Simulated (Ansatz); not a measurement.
Program: Ansatz. Geometries: PBE0-D4/def2-TZVP. ΔE: electronic, gas phase. CCSD(T)/CBS adds triple-zeta CCSD(T) − MP2 to the extrapolated MP2 energy (def2 sets, frozen cores). This one scheme is used for every species. DFT in def2-TZVPP. B3LYP here is the variant with VWN-RPA as its local correlation; programs differ in this. For Br, Ga outer-core shells are correlated without core-valence functions, which leaves a few kJ/mol of doubt a bond. Scalar relativity is left out up to krypton. One conformer a species, not always the lowest.

Consider the ligand exchange at a Ga–Br bond: `[OH][Ga]([Cl])[Br]` + CH₃OH → `C[O][Ga]([OH])[Cl]` + HBr.

`[OH][Ga]([Cl])[Br]`:

Z-matrix (Å, degrees):
```
Ga
O 1 1.766
Br 1 2.267 2 121.1
Cl 1 2.112 2 118.0 3 180.0
H 2 0.961 1 112.9 3 0.0
```

CH₃OH:

Z-matrix (Å, degrees):
```
C
O 1 1.409
H 1 1.097 2 112.4
H 1 1.090 2 107.0 3 -118.5
H 1 1.097 2 112.4 3 123.0
H 2 0.959 1 108.5 3 -61.6
```

`C[O][Ga]([OH])[Cl]`:

Z-matrix (Å, degrees):
```
C
O 1 1.410
H 1 1.094 2 109.4
H 1 1.096 2 113.1 3 -120.7
H 1 1.094 2 109.5 3 118.6
Ga 2 1.765 1 124.1 3 121.4
Cl 6 2.122 2 120.8 1 -0.1
O 6 1.766 2 119.7 1 179.9
H 8 0.961 6 112.4 2 -0.0
```

HBr:

Cartesian coordinates in Å:
```
Br -0.063 0.061 0.705
H 0.063 -0.061 -0.705
```

| level | ΔE (kJ/mol) | difference from CCSD(T)/CBS |
| --- | --- | --- |
| PBE-D4 | 72.1 | 2.3 |
| r2SCAN-D4 | 71.8 | 2.0 |
| PBE0-D4 | 77.8 | 8.0 |
| B3LYP-D4 | 70.2 | 0.4 |
| ωB97X-V | 70.0 | 0.2 |
| B2PLYP | 69.5 | -0.3 |
| B3LYP | 72.4 | 2.6 |
| SCS-MP2/def2-TZVPP | 66.2 | -3.6 |
| CCSD/def2-TZVPP | 67.8 | -2.0 |
| CCSD(T)/def2-TZVPP | 66.0 | -3.8 |
| CCSD(T)/CBS | 69.8 | 0 |

Largest T1 diagnostic among the species: 0.013.

In def2-TZVPP, CCSD(T) changes the Hartree–Fock value by −17.0 kJ/mol (the triples alone add −1.8 kJ/mol) and MP2 by −15.2 kJ/mol. From PBE to PBE0 (25 % exact exchange), in def2-TZVPP and without D4, ΔE moves by +5.5 kJ/mol.
